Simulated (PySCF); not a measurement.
**EPR parameters of [C7H7N]+**

Compound: C7H7N (charge +1 and doublet state).
Geometry (GFN2-xTB, Å), atoms numbered from 1 in this order:
```
atom  x, y, z in Å
C1     4.0992   -1.1362    0.4463
C2     2.9498   -0.8526    0.1709
C3     1.6785   -0.5403   -0.1274
C4     0.5241   -0.2853   -0.4340
C5    -0.8345    0.0057   -0.7588
C6    -1.8251   -0.9555   -0.1063
C7    -1.1021    1.4623   -0.3309
N8    -0.9180    2.3988   -1.1006
H9     5.0963   -1.3802    0.6835
H10   -0.9402   -0.0106   -1.8527
H11   -2.8448   -0.6427   -0.3160
H12   -1.6807   -1.0116    0.9702
H13   -1.6847   -1.9535   -0.5169
H14   -1.4599    1.5222    0.7035
H15   -1.0623    3.3873   -0.9583
```

The hyperfine couplings belong to this conformer and change with its torsions.

Identity: `C(=N\[H])/[C@@H](C#C[C]=[CH+])C` [radical] (charge +1).

Theory: UKS B3LYP, pcH-1 on C H N, non-relativistic, mean-field spin-orbit, GIAO in PySCF. Geometry: GFN2-xTB, one conformer, isolated ion. Couplings are sensitive to structure, and on GFN2-xTB geometries they can be far from those on DFT ones, by a factor of two or more for some ions and for spin on atoms past the first row. Stability of the SCF solution: not tested.

```json
{"g1, g2, g3": "2.00233, 2.00272, 2.01863", "g_iso": "2.00789", "Form of g": "close to axial: the two nearest values differ by 2 % of g3 − g1", "⟨S²⟩": "0.7608 (exact 0.7500)", "HOMO–LUMO gap, α and β orbitals": "5.70, 1.47 eV", "Total energy": "-325.26359 Eh", "Basis functions": "270"}
```

Isotropic coupling and dipolar principal values T1 to T3, in 10⁻⁴ cm⁻¹ (1 × 10⁻⁴ cm⁻¹ = 2.998 MHz):

| atom | isotope | a_iso | T1 | T2 | T3 | Mulliken spin population |
| --- | --- | --- | --- | --- | --- | --- |
| C1 | 13C | 6.8 | -8.5 | -7.2 | 15.7 | 0.29 |
| C2 | 13C | -7.3 | -2.7 | 0.8 | 1.8 | -0.02 |
| C3 | 13C | 0.4 | -5.1 | -4.2 | 9.2 | 0.14 |
| C4 | 13C | -0.8 | -5.8 | -4.2 | 10.1 | 0.15 |
| C5 | 13C | 1.6 | -2.9 | -2.8 | 5.6 | 0.04 |
| C6 | 13C | 0.0 | -0.5 | -0.5 | 1.0 | 0.01 |
| C7 | 13C | 12.1 | -4.3 | -0.2 | 4.5 | -0.03 |
| N8 | 14N | 20.1 | -5.1 | -4.3 | 9.4 | 0.33 |
| H9 | 1H | -8.1 | -3.7 | -0.8 | 4.5 | -0.01 |
| H10 | 1H | 4.3 | -1.4 | 0.5 | 0.9 | 0.01 |
| H11 | 1H | -0.6 | -0.6 | -0.2 | 0.7 | 0.00 |
| H12 | 1H | -0.3 | -0.4 | -0.3 | 0.7 | 0.00 |
| H13 | 1H | 2.1 | -0.5 | -0.1 | 0.6 | 0.00 |
| H14 | 1H | 47.0 | -1.3 | -0.4 | 1.7 | 0.06 |
| H15 | 1H | 22.0 | -5.3 | -2.9 | 8.2 | 0.02 |

Largest spin populations (Mulliken): N8 (+0.33), C1 (+0.29), C4 (+0.15) and C3 (+0.14).

C2, the radical centre as drawn in `[H]/N=C/[C@H](C)C#C[C]=[CH+]`, holds a spin population of -0.02 out of 1.

Axes: g3 points within 2° of the C3–C4 bond.

Under fast tumbling the dipolar parts average out, and these isotropic splittings remain: 1 × 1H (H14, I = 1/2, 2 lines) with 5.01 mT, 1 × 1H (H15, I = 1/2, 2 lines) with 2.34 mT, 1 × 14N (N8, I = 1, 3 lines) with 2.14 mT, 1 × 1H (H9, I = 1/2, 2 lines) with 0.86 mT, 1 × 1H (H10, I = 1/2, 2 lines) with 0.46 mT and 3 × 1H (H11/H12/H13, I = 1/2, 4 lines) with 0.04 mT.

Class means assume fast exchange of nuclei equivalent by connectivity; if that motion is slow, each nucleus keeps its own coupling. The three 1H nuclei of mean +1.2 MHz run from -1.7 to 6.2 MHz in the frozen geometry.

The 13C coupling of C7 (36.3 MHz) shows only in satellite lines or after enrichment, since that isotope makes up about 1.07 % of natural carbon.

On one thread, Arm Neoverse V2 (aarch64) (shared host), this took 71 s wall (with the writing of density and orbital grids) and 0.96 GiB of memory at its peak.
